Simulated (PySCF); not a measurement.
AlH4, SMILES [AlH4-], charge -1.

Coordinates come from a PBE0-D3(BJ)/def2-TZVPD optimisation. The isomer is the one that the SMILES or the coordinates give; other isomers of the formula were not compared.

Estimates of the vertical detachment energy (IE) of the anion in eV. Rows of orbital energies are one-electron estimates, which approximate functionals can put far too low.

```json
[
 {"level": "−ε(HOMO), −ε(LUMO), B3LYP/def2-TZVPD (PySCF)", "IE": "2.16"},
 {"level": "−ε(HOMO), −ε(LUMO), M06-2X/def2-TZVPD (PySCF)", "IE": "3.44"},
 {"level": "EOM-CCSD/aug-cc-pVDZ (PySCF)", "IE": "4.81"}
]
```
